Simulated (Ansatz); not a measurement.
Calculated with Ansatz (gas phase, PBE0-D4/def2-TZVP geometries, no zero-point term in ΔE). CCSD(T)/CBS is the MP2 limit (def2-TZVPP, def2-QZVPP) plus CCSD(T) − MP2 in def2-TZVPP, frozen cores. DFT in def2-TZVPP. One conformer a species, not always the lowest.

Consider the cleavage of the Si–Si bond: `C[SiH](F)[SiH2]S` + `O[SiH2]O` → `C[SiH](F)O[SiH2]O` + `[SiH3]S`.

`C[SiH](F)[SiH2]S`:

```xyz
12

C    -0.920   -1.329    1.053
Si   -0.426    0.459    0.976
F    -1.745    1.361    0.789
Si    1.032    0.885   -0.814
S     0.146   -0.040   -2.534
H    -0.037   -1.953    1.219
H    -1.389   -1.650    0.121
H    -1.620   -1.502    1.874
H     0.214    0.887    2.250
H     1.238    2.342   -1.032
H     2.361    0.276   -0.522
H     1.145    0.265   -3.379
```

`O[SiH2]O`:

```xyz
7

O    -1.300    0.514    0.386
Si    0.090   -0.348    0.242
O     1.106    0.236   -0.908
H    -1.235    1.416    0.705
H     0.893   -0.294    1.485
H    -0.373   -1.716   -0.088
H     0.819    0.191   -1.822
```

`C[SiH](F)O[SiH2]O`:

Z-matrix (Å, degrees):
```
C
Si 1 1.845
H 1 1.093 2 110.5
H 1 1.093 2 111.0 3 -120.0
H 1 1.093 2 110.4 3 119.7
F 2 1.604 1 108.2 3 -179.7
O 2 1.626 1 112.0 3 -61.3
H 2 1.479 1 113.7 3 61.5
Si 7 1.637 2 140.5 1 -73.7
O 9 1.639 7 111.5 2 4.8
H 9 1.477 7 109.0 2 121.1
H 9 1.483 7 107.3 2 -117.2
H 10 0.959 9 118.0 7 -69.5
```

`[SiH3]S`:

```xyz
6

Si   -0.046   -0.510   -0.130
S    -0.507    1.304    0.902
H    -0.236   -0.369   -1.596
H    -0.999   -1.507    0.411
H     1.349   -0.948    0.132
H     0.439    2.029    0.281
```

```tsv
level	ΔE (kJ/mol)	difference from CCSD(T)/CBS
PBE0-D4	-126.8	17.3
ωB97X-V	-141.8	2.3
ωB97M-V	-147.6	-3.5
B2PLYP	-147.8	-3.7
PBE	-116.6	27.5
r2SCAN	-139.7	4.4
MP2/def2-TZVPP	-150.4	-6.3
SCS-MP2/def2-TZVPP	-154.2	-10.1
HF/def2-QZVPP	-173.7	-29.6
CCSD/CBS(def2)	-147.9	-3.8
CCSD(T)/CBS	-144.1	0
```

Largest T1 diagnostic among the species: 0.012.

From PBE to PBE0 (25 % exact exchange), in def2-TZVPP and without D4, ΔE moves by −10.5 kJ/mol. In def2-TZVPP, CCSD(T) changes the Hartree–Fock value by +25.3 kJ/mol (the triples alone add +3.8 kJ/mol) and MP2 by +21.0 kJ/mol.
